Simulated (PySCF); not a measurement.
Si(H)3(SeH) (H4SeSi), SMILES [SiH3][SeH].

Geometry optimised at PBE0-D3(BJ)/def2-TZVP.

Level of theory: PBE0-D3(BJ)/def2-TZVP in PySCF 2.14.0.

Frequencies are harmonic and unscaled.

```csv
mode,ν (cm⁻¹),IR (km/mol),Raman (Å⁴/amu),depolarisation,moving atoms (share of kinetic energy)
1,170,4.8,2.3,0.75,H 99 %
2,400,15.3,13.3,0.19,"Si 64 %, Se 28 %, H 8 %"
3,495,13.9,4.2,0.20,H 95 %
4,593,10.7,5.6,0.75,H 92 %
5,739,10.3,6.2,0.75,H 91 %
6,908,291.8,3.7,0.64,H 93 %
7,929,46.4,12.8,0.75,H 97 %
8,955,61.8,13.9,0.74,H 97 %
9,2229,72.8,261.9,0.01,H 99 %
10,2237,91.2,97.7,0.75,H 96 %
11,2251,75.6,102.2,0.56,H 96 %
12,2442,5.7,126.3,0.26,H 99 %
```
